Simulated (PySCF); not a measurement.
Compound: trimethylethoxysilane, C5H14OSi.
SMILES: `CCO[Si](C)(C)C`

Computed with PySCF, TDDFT PBE0/def2-SVPD, vertical, gas phase, core orbitals frozen in the response. Isolated species at its GFN2-xTB geometry (one conformer only). Torsions of this conformer, `[CH3:1][CH2:2][O:3][Si:4]([CH3:5])([CH3:6])[CH3:7]`: C1–C2–O3–Si4 180°, C2–O3–Si4–C5 -61°.

Orbital energies (eV): HOMO-3 -8.95, HOMO-2 -8.83, HOMO-1 -8.04, HOMO -7.59, LUMO 0.52, LUMO+1 1.18, LUMO+2 1.38.

Question: Among the lowest singlets, which states do these configurations lead, and at what energies: HOMO→LUMO, HOMO→LUMO+1, HOMO-1→LUMO+1, HOMO-1→LUMO, HOMO→LUMO+2?

Answer: 

```
state  leading configuration  weight  Δε (eV)  E (eV)  E − Δε (eV)       f       other configurations
   S1              HOMO→LUMO    0.97     8.11    7.03        -1.08   0.014                          –
   S2            HOMO-1→LUMO    0.96     8.55    7.51        -1.05   0.030                          –
   S3            HOMO→LUMO+1    0.89     8.77    7.77        -1.00   0.026                          –
   S4            HOMO→LUMO+2    0.95     8.98    7.93        -1.04  0.0002                          –
   S6          HOMO-1→LUMO+1    0.67     9.22    8.18        -1.03   0.104  H-3→L (21%), H-1→L+2 (9%)
```

E − Δε runs from -1.08 to -1.00 eV. Among themselves, these states come in the order of their orbital differences. Δε is the difference of the two orbital energies.

H and L stand for HOMO and LUMO. The other states: S5 7.96 eV, f 0.015, H→L+3 (96%).

Question: Which computed triplets share their leading configuration (75% or more) with a singlet, and how far apart are the partners?

Answer: 

```csv
configuration,triplet,E(T) (eV),singlet,E(S) (eV),E(S) − E(T) (eV)
HOMO→LUMO,T1,6.91,S1,7.03,+0.12
HOMO-1→LUMO,T2,7.38,S2,7.51,+0.13
```

The 2 triplets are Tamm–Dancoff values, the singlets full response.

Summed over the main configurations (up to three a state, each over 8%) of all 6 singlets, the electron leaves HOMO with weight 3.78, HOMO-1 with weight 1.71 and HOMO-3 with weight 0.21.

Without π bonds the low states may be Rydberg-like; a valence basis with one diffuse set may place them up to an eV too high.
